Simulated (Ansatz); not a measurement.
Start from `CO[SiH](O)O` and change one atom or group to get `CO[SiH](C)O`.

Ansatz, PBE0-D4/def2-TZVP geometries, multiplicity 1. Each molecule was computed in one conformer, which needn't be the lowest.

```json
{"property": "LUMO energy (B3LYP/def2-TZVPP) / eV", "`CO[SiH](O)O`": "0.53"}
{"property": "LUMO energy (PBE/def2-TZVPP) / eV", "`CO[SiH](O)O`": "0.01"}
{"property": "HOMO energy (B3LYP/def2-TZVPP) / eV", "`CO[SiH](O)O`": "-8.19"}
{"property": "HOMO–LUMO gap (B3LYP/def2-TZVPP) / eV", "`CO[SiH](O)O`": "8.73"}
{"property": "HOMO energy (ωB97M-V/def2-TZVPP) / eV", "`CO[SiH](O)O`": "-10.87"}
{"property": "LUMO energy (ωB97M-V/def2-TZVPP) / eV", "`CO[SiH](O)O`": "2.38"}
```

(1) Give the same properties after the change, and the shifts. (An estimate is asked.)

## Answers

(1) Ansatz gave: 
| property | `CO[SiH](C)O` | shift |
| --- | --- | --- |
| LUMO energy (B3LYP/def2-TZVPP) / eV | 0.41 | -0.12 |
| LUMO energy (PBE/def2-TZVPP) / eV | -0.11 | -0.12 |
| HOMO energy (B3LYP/def2-TZVPP) / eV | -7.90 | 0.29 |
| HOMO–LUMO gap (B3LYP/def2-TZVPP) / eV | 8.32 | -0.41 |
| HOMO energy (ωB97M-V/def2-TZVPP) / eV | -10.51 | 0.36 |
| LUMO energy (ωB97M-V/def2-TZVPP) / eV | 2.23 | -0.15 |

With PBE0 the HOMO rises by 0.31 eV and the LUMO falls by 0.16 eV, so the gap narrows by about 0.47 eV. PBE moves the HOMO by 0.24 eV and ωB97M-V by 0.36 eV.

B3LYP here is the variant with VWN-RPA as its local correlation; programs differ in this.
